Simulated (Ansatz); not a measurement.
Born–Oppenheimer molecular dynamics of CH$_{6}$F$_{2}$Si$_{2}$ (11 atoms, charge 0, multiplicity 1). It starts from a relaxed structure.

Method: Ansatz, RKS PBE-D4/cc-pVDZ.

| Item | Value |
| --- | --- |
| ensemble | NVE (velocity Verlet) |
| time step | 0.25 fs |
| steps asked | 300 |
| starting velocities drawn for | 100 K |
| seed | 218598 |

First frame:

```xyz
11
Properties=species:S:1:pos:R:3
Si 0.045 0.063 0.095
C -0.100 -0.121 1.950
H -1.167 -0.106 2.252
H 0.348 -1.080 2.280
H 0.426 0.709 2.463
Si 2.204 0.055 -0.843
H 2.893 -1.250 -0.526
H 2.113 0.221 -2.338
H 3.017 1.187 -0.263
F -0.699 1.480 -0.356
F -0.825 -1.157 -0.627
```

(1) How far do the bonds stretch over the last three quarters of this one trajectory? (Pairs bonded in most of those frames.)

Results:

(1) 
| bond | mean (Å) | spread (Å) | shortest | longest |
| --- | --- | --- | --- | --- |
| Si1–C2 | 1.875 | 0.013 | 1.85 | 1.89 |
| Si1–Si6 | 2.363 | 0.036 | 2.31 | 2.41 |
| Si1–F10 | 1.666 | 0.009 | 1.65 | 1.68 |
| Si1–F11 | 1.663 | 0.005 | 1.66 | 1.67 |
| C2–H3 | 1.110 | 0.015 | 1.09 | 1.13 |
| C2–H4 | 1.109 | 0.008 | 1.09 | 1.12 |
| C2–H5 | 1.109 | 0.010 | 1.09 | 1.13 |
| Si6–H7 | 1.510 | 0.004 | 1.50 | 1.52 |
| Si6–H8 | 1.509 | 0.021 | 1.48 | 1.54 |
| Si6–H9 | 1.509 | 0.012 | 1.49 | 1.53 |

Mean temperature of the second half: 50 K. The conserved energy stayed within 0.0081 meV per atom of its start (net change 0.0067 meV per atom), so the integration is sound. Over the second half the temperature averaged 0.50 of the 100 K drawn at the start: a run that starts near a minimum puts about half its kinetic energy into the potential. A run of 0.075 ps of so small a system gives no equilibrium averages.

The run took 10 min on 2 threads of Intel(R) Xeon(R) Platinum 8259CL CPU @ 2.50GHz (Skylake/Cascade Lake), with other jobs on the host, peak memory 0.18 GiB.
